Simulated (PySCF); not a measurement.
**Finite-field polarisability of C (carbon, neutral)**

[He] 2s2 2p2, high-spin 3P determinant. Computed with PySCF 2.14 in dyall-av3z, with no relativity, point nucleus. Frozen: 1s2. Energy changes in a uniform field (μhartree):

| axis | F (au) | HF | MP2 | CCSD | CCSD(T) |
| --- | --- | --- | --- | --- | --- |
| x | 0.0043 | -100.527 | -89.535 | -94.209 | -94.857 |
| x | 0.0086 | -402.160 | -358.420 | -376.976 | -379.563 |
| y | 0.004 | -99.731 | -98.722 | -98.806 | -99.399 |
| y | 0.008 | -399.247 | -395.298 | -395.664 | -398.052 |

By symmetry the remaining axis equals y.

Task: Derive α along x at CCSD(T) from the two fields.

Result: With ΔE = −αF²/2 − γF⁴/24, α = −(16 ΔE(F) − ΔE(2F))/(6F²) = 10.26 bohr³.

Task: And the mean polarisability at each level?

Result: The components xx, yy, zz at CCSD(T) are 10.26, 12.42, 12.42, the third axis being equal by symmetry to one of the two computed. Means: HF 11.93, MP2 11.45, CCSD 11.63, CCSD(T) 11.70 bohr³. Reference: 11.3 ± 0.4 bohr³ (recommended; Schwerdtfeger and Nagle, table of static dipole polarizabilities (2023 update)).
